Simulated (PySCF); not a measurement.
# Reading the logs of faulty runs: FH2OSi2

Calculated results; nothing here was measured. The program is PySCF 2.14.0, an open-source quantum chemistry code, run on an isolated molecule that a program drew, which may never have been made. The molecule is FH2OSi2 (charge 0, doublet), drawn as the SMILES string `O=[Si](F)[SiH2]`.

Each row is a Hartree-Fock (HF) and frozen-core CCSD(T) single point in the cc-pV(D+d)Z basis, meant for a local HF minimum. Run 1 is clean. Each other run has one planted mistake out of seven kinds, and not every kind appears here: one electron removed, one electron added, multiplicity raised by two, geometry at a saddle point, minimal basis STO-3G, one bond length entered in bohr, all coordinates scaled. The reference is restricted for singlets and unrestricted otherwise, and also for a bond in bohr. Adding or removing an electron swaps singlet and doublet. Electrons count all cores. HOMO and LUMO are orbital energies over both spins, the gradient is its largest component, and the lowest frequency (negative if imaginary) is given only where the gradient is small. Bond lengths are over the 5 bonds as drawn. T1 is the CCSD diagnostic: over 0.02 (restricted) or 0.045 (unrestricted) a single reference is doubtful.

Geometry of the clean run:
```xyz
6
FH2OSi2, angstrom
O    -2.0108    0.4787    1.5460
Si   -0.8702    0.2241    0.6235
F     0.4426   -0.5951    1.0114
Si   -0.7016    0.7686   -1.6163
H     0.6914    0.9059   -2.0799
H    -1.5654    1.8990   -1.9976
```

| run | electrons | basis functions | <S^2> | HOMO (eV) | LUMO (eV) | gradient (hartree/bohr) | lowest frequency (cm^-1) | mean bond (Å) | longest bond (Å) | T1 | HF (hartree) | CCSD(T) (hartree) | mistake |
|---|---|---|---|---|---|---|---|---|---|---|---|---|---|
| 1 | 47 | 84 | 0.762 | -9.98 | -0.33 | 9.1e-06 | 151 | 1.6685 | 2.311 | 0.0206 | -753.36563 | -753.95042 | no fault |
| 2 | 47 | 84 | 1.414 | -10.06 | -0.71 | 2.0e-02 | - | 1.9309 | 2.786 | 0.0386 | -753.25895 | -753.83373 | one bond length entered in bohr |
| 3 | 47 | 84 | 0.766 | -9.27 | -0.19 | 2.9e-05 | -431 | 1.6548 | 2.260 | 0.0201 | -753.36207 | -753.94845 | geometry at a saddle point |
| 4 | 47 | 84 | 3.783 | -5.87 | -0.54 | 1.5e-01 | - | 1.6685 | 2.311 | 0.0469 | -753.21766 | -753.75166 | ? |

**Which mistake was planted in run 4, and what did it cost?**

Electrons, basis and geometry are unchanged, and <S^2> is 3.783, beside S(S+1) = 3.75 for a multiplicity of 4. So the mistake is: multiplicity raised by two. Subtracting run 1 and multiplying by 627.51 kcal/mol a hartree, the energy moved by 92.9 kcal/mol in HF and 124.7 kcal/mol in CCSD(T).

Cautions from the logs. Run 4: T1 is over the limit, so its CCSD(T) energy is less reliable.
